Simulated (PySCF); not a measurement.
C2H6BFS, SMILES CSB(C)F. Heavy atoms are numbered as in [B:1]([F:2])([CH3:3])[S:7][CH3:8]. Hydrogens are named by the atom that carries them.

The structure is a stationary point at PBE0-D3(BJ)/def2-SVP. One conformer was computed; it need not be the lowest.

The numbers are results of PBE/pcSseg-1 in PySCF, not measurements.

GIAO shieldings, no solvent; atoms alike by connectivity are averaged. δ = σ(ref) − σ: ¹¹B against BF3 (σ = 83.9 ppm); ¹⁹F against CFCl3 (σ = 133.6 ppm); ¹³C against TMS (σ = 182.0 ppm); ¹H against TMS (σ = 31.49 ppm); ³³S against H2S (σ = 706.5 ppm), references at their B3LYP-D3(BJ)/def2-TZVP geometries, non-relativistic.

```json
[
 {"atoms": "B1", "nucleus": "¹¹B", "count": "1", "δ (ppm)": "44.1"},
 {"atoms": "F2", "nucleus": "¹⁹F", "count": "1", "δ (ppm)": "-55.0"},
 {"atoms": "C8 (CH3)", "nucleus": "¹³C", "count": "1", "δ (ppm)": "?"},
 {"atoms": "C3 (CH3)", "nucleus": "¹³C", "count": "1", "δ (ppm)": "3.4"},
 {"atoms": "H on C8", "nucleus": "¹H", "count": "3", "δ (ppm)": "2.34"},
 {"atoms": "H on C3", "nucleus": "¹H", "count": "3", "δ (ppm)": "?"},
 {"atoms": "S7", "nucleus": "³³S", "count": "1", "δ (ppm)": "?"}
]
```

Problem. Complete the blanks. (The exact figures need the calculation; the answer reports its results.)

Solution. 
- S7, δ (ppm): 220.1
- H on C3, δ (ppm): 0.87
- C8 (CH3), δ (ppm): 17.9
